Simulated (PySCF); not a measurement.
(3R,4R)-3,4-difluorocyclobutene (C4H4F2), SMILES F[C@@H]1C=C[C@H]1F. Atoms are numbered in the order given.

```xyz
10

F     -1.7352    -0.2473    -0.8774
C     -0.6911     0.3688    -0.2175
C     -0.6361     0.2318     1.2875
C      0.6361    -0.2318     1.2875
C      0.6911    -0.3688    -0.2175
F      1.7352     0.2473    -0.8774
H     -0.5900     1.4104    -0.5959
H     -1.3767     0.4469     2.0723
H      1.3767    -0.4469     2.0723
H      0.5900    -1.4104    -0.5959
```

Geometry optimised at PBE-D3(BJ)/def2-SVP.

Method: PBE/def2-TZVP (PySCF).

ESP charges are fitted to the potential on shells at 1.4 to 2.0 van der Waals radii. Atomic charges (e):

```json
[
 {"atom": "F1", "Löwdin": "0.12", "Mulliken": "-0.20", "ESP fit": "-0.23", "IAO": "-0.31"},
 {"atom": "C2", "Löwdin": "-0.30", "Mulliken": "0.14", "ESP fit": "0.17", "IAO": "0.15"},
 {"atom": "C3", "Löwdin": "-0.10", "Mulliken": "-0.16", "ESP fit": "-0.21", "IAO": "-0.15"},
 {"atom": "C4", "Löwdin": "-0.10", "Mulliken": "-0.16", "ESP fit": "-0.21", "IAO": "-0.15"},
 {"atom": "C5", "Löwdin": "-0.30", "Mulliken": "0.14", "ESP fit": "0.17", "IAO": "0.15"},
 {"atom": "F6", "Löwdin": "0.12", "Mulliken": "-0.20", "ESP fit": "-0.23", "IAO": "-0.31"},
 {"atom": "H7", "Löwdin": "0.14", "Mulliken": "0.08", "ESP fit": "0.09", "IAO": "0.15"},
 {"atom": "H8", "Löwdin": "0.13", "Mulliken": "0.13", "ESP fit": "0.18", "IAO": "0.16"},
 {"atom": "H9", "Löwdin": "0.13", "Mulliken": "0.13", "ESP fit": "0.18", "IAO": "0.16"},
 {"atom": "H10", "Löwdin": "0.14", "Mulliken": "0.08", "ESP fit": "0.09", "IAO": "0.15"}
]
```

Problem. Give the Mayer and Wiberg (Löwdin basis) orders of the bonds. (Estimate from the structure and the level; the computed values follow.)

Solution. 
| bond | Mayer | Wiberg |
|---|---|---|
| F1–C2 | 1.07 | 1.68 |
| C2–C3 | 1.04 | 1.18 |
| C3–C4 | 1.74 | 1.94 |
| C2–C5 | 1.02 | 1.07 |
| C4–C5 | 1.04 | 1.18 |
| C5–F6 | 1.07 | 1.68 |
| C2–H7 | 0.94 | 0.83 |
| C3–H8 | 0.94 | 0.87 |
| C4–H9 | 0.94 | 0.87 |
| C5–H10 | 0.94 | 0.83 |
